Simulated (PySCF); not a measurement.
AgCl, SMILES [Cl][Ag], multiplicity 1.

The structure is a stationary point at PBE0-D3(BJ)/def2-TZVPD. The spin state was assumed, not searched. The def2 effective core potentials stand for the cores of Ag; spin–orbit coupling is left out.

Two levels are set side by side: PBE/def2-TZVPD (PySCF) and PBE0/def2-TZVPD (PySCF). Same geometry, gas phase. Differences are taken from unrounded values.

```csv
quantity,PBE0,PBE,PBE minus PBE0
orbital gap (eV),4.34,2.27,-2.08
highest occupied level (eV),-7.57,-6.40,1.17
lowest empty level (eV),-3.23,-4.13,-0.90
dipole moment (D),5.80,5.09,-0.70
mean polarisability (bohr³),41.0,44.7,3.8
```

PBE's occupied levels lie high since its potential decays too fast outside the molecule; exact exchange lowers them and widens the gap. PBE's more diffuse valence density responds more strongly to a field. Differences between two approximate levels are no errors against the true value.

Rough cost on one machine, each run with all the roots and properties that it gave: PBE0 against PBE within a factor of 2.
